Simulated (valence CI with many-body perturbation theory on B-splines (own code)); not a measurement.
**E1 transitions of Sr25+**

Computed by relativistic CI+MBPT: three valence electrons over a frozen Dirac-Fock core [Ne], radial functions for each j: 11 s, 11 p, 10 d, 8 f, 5 g, 2 h, with the one-electron correlation potential Σ1, the two-electron term Σ2, the three-electron term Σ3, Breit, model QED; selected CI, second order for the rest, scaled by the run's own slope (own B-spline code, finite nucleus).

No measured levels were compared; by estimate levels of excited configurations hold to 0.05 to 0.15 % of their energy, terms of the ground configuration to about 0.5 %.

Lines 201 to 250 of 580 in falling wavelength, among levels below 601.23 eV, chosen from the strongest by gf and those to the six lowest levels. Wavelengths and rates use the calculated energies, so an error of 600 cm⁻¹ moves a line at 14.01 nm by 0.084 % and its rate by three times that or more. Electric multipoles are in the length gauge, E1 and E2 with the static RPA response of the core. Weak lines are less certain than strong ones. Lines between different terms over intervals too small for the method are left out, as are lines whose strength nearly cancels. Where a level lies close to another of its J and parity, the split of strength between their lines is uncertain. The highest levels of a list are the least certain.

Names give the largest LS component (configuration and term), which can be under half, so a name can repeat, a term be missing and a line seem to break the LS rules; names also repeat where a configuration has a term twice. Letters in brackets count levels of one name in rising energy.

```tsv
λ vac (nm)	Upper	Lower	A (s⁻¹)	log gf	Branch %
14.01	3d3 2F_7/2	3p.3d2 2G°_9/2 [b]	1.34e+10	-0.50	9.9
14.00	3s.3p.3d 4F°_5/2	3s.3p2 4P_5/2	2.96e+09	-1.28	39.7
13.98	3d3 2D_3/2 [a]	3p.3d2 2D°_3/2 [c]	1.92e+10	-0.65	11.3
13.94	3s.3d2 2G_7/2	3s.3p.3d 2F°_5/2 [b]	7.78e+10	0.26	81.7
13.94	3p2.3d 2G_9/2	3s.3p.3d 4F°_9/2	1.70e+10	-0.30	44.2
13.92	3s.3d2 2D_3/2	3s.3p.3d 2F°_5/2 [b]	3.50e+10	-0.39	21.3
13.90	3p2.3d 4D_3/2	3s.3p.3d 4F°_5/2	1.74e+10	-0.69	26.3
13.89	3d3 4F_7/2	3p.3d2 4P°_5/2	1.44e+10	-0.48	9.5
13.88	3p2.3d 2F_7/2 [a]	3p3 2D°_5/2	1.09e+10	-0.60	38.5
13.86	3p.3d2 4G°_9/2	3p2.3d 4F_9/2	5.06e+09	-0.84	12.3
13.85	3p2.3d 4D_5/2	3s.3p.3d 4F°_5/2	1.95e+10	-0.47	29.9
13.85	3d3 4P_3/2	3p.3d2 4S°_3/2	1.66e+10	-0.72	8.8
13.84	3p.3d2 2F°_7/2 [a]	3p2.3d 4P_5/2	2.31e+10	-0.27	28.1
13.83	3s.3d2 2D_5/2	3s.3p.3d 2F°_7/2 [b]	1.28e+10	-0.66	8.5
13.80	3s.3d2 4F_7/2	3s.3p.3d 2D°_5/2 [a]	9.54e+09	-0.66	8.1
13.80	3p2.3d 2P_3/2 [a]	3p3 2D°_5/2	2.17e+10	-0.61	37.3
13.79	3p2.3d 4D_1/2	3p3 4S°_3/2	2.14e+10	-0.91	36.9
13.78	3s.3p.3d 2P°_1/2 [b]	3s2.3d 2D_3/2	3.80e+10	-0.67	22.9
13.78	3s.3d2 2G_9/2	3s.3p.3d 2F°_7/2 [b]	8.31e+10	0.37	86.3
13.78	3s.3p.3d 2D°_3/2	3s.3p2 2P_1/2	1.02e+10	-0.94	12.0
13.77	3d3 2P_1/2	3p.3d2 2P°_1/2 [b]	2.20e+10	-0.90	12.5
13.77	3s.3p.3d 2P°_3/2 [b]	3s2.3d 2D_5/2	4.93e+10	-0.25	36.0
13.77	3p.3d2 2F°_5/2 [c]	3p2.3d 2D_3/2 [c]	5.77e+10	-0.01	43.3
13.75	3d3 2G_7/2	3p.3d2 2F°_5/2 [b]	2.70e+10	-0.21	20.4
13.73	3p2.3d 2F_7/2 [b]	3s.3p.3d 2D°_5/2 [a]	7.05e+09	-0.80	5.6
13.72	3p.3d2 2P°_3/2 [c]	3s.3d2 2F_5/2	1.16e+10	-0.88	5.5
13.71	3s.3p2 2S_1/2	3s2.3p 2P°_3/2	5.84e+10	-0.48	91.1
13.71	3s.3p2 2P_1/2	3s2.3p 2P°_1/2	7.76e+10	-0.36	97.3
13.71	3p2.3d 2D_3/2 [b]	3p3 2P°_3/2	1.52e+10	-0.77	13.4
13.70	3s.3d2 2F_5/2	3s.3p.3d 2P°_3/2 [c]	4.29e+10	-0.14	23.0
13.70	3p.3d2 2D°_5/2 [b]	3p2.3d 2D_3/2 [a]	6.93e+09	-0.93	8.5
13.65	3p.3d2 4F°_9/2	3p2.3d 2G_9/2	5.06e+09	-0.85	4.7
13.64	3s.3p.3d 2D°_5/2 [b]	3s2.3d 2D_5/2	5.62e+10	-0.03	33.7
13.62	3s.3p.3d 4F°_3/2	3s.3p2 4P_3/2	9.65e+09	-0.97	55.6
13.62	3s.3d2 2F_5/2	3s.3p.3d 2D°_5/2 [b]	2.30e+10	-0.42	12.3
13.61	3d3 2D_5/2 [a]	3p.3d2 2D°_3/2 [c]	1.96e+10	-0.49	12.4
13.61	3d3 4F_9/2	3p.3d2 4D°_7/2 [b]	5.02e+10	0.14	34.8
13.61	3p2.3d 4D_7/2	3s.3p.3d 4P°_5/2	7.61e+09	-0.77	13.9
13.59	3p2.3d 2D_5/2 [c]	3s.3p.3d 2P°_3/2 [a]	4.73e+10	-0.10	30.7
13.58	3s.3p2 2P_3/2	3s2.3p 2P°_3/2	6.84e+10	-0.12	61.4
13.55	3s.3p.3d 2P°_3/2 [c]	3s2.3d 2D_5/2	2.41e+10	-0.58	13.9
13.55	3p.3d2 2H°_9/2	3p2.3d 2G_7/2	1.71e+10	-0.33	35.2
13.55	3d3 4F_5/2	3p.3d2 2P°_3/2 [a]	1.77e+10	-0.53	10.9
13.54	3p.3d2 2D°_3/2 [d]	3s.3d2 2D_3/2	2.20e+10	-0.62	11.1
13.53	3d3 2D_5/2 [b]	3p.3d2 2D°_5/2 [d]	2.70e+10	-0.35	16.8
13.53	3d3 4P_5/2	3p.3d2 4S°_3/2	4.24e+10	-0.16	24.5
13.53	3d3 2F_7/2	3p.3d2 2D°_5/2 [c]	1.22e+10	-0.57	9.1
13.52	3p.3d2 4D°_5/2	3p2.3d 2D_3/2 [b]	1.36e+10	-0.65	9.6
13.52	3p.3d2 4D°_7/2 [a]	3p2.3d 2D_5/2 [a]	1.50e+10	-0.48	16.0
13.50	3s.3d2 2F_7/2	3s.3p.3d 2D°_5/2 [b]	9.21e+10	0.30	55.1
```
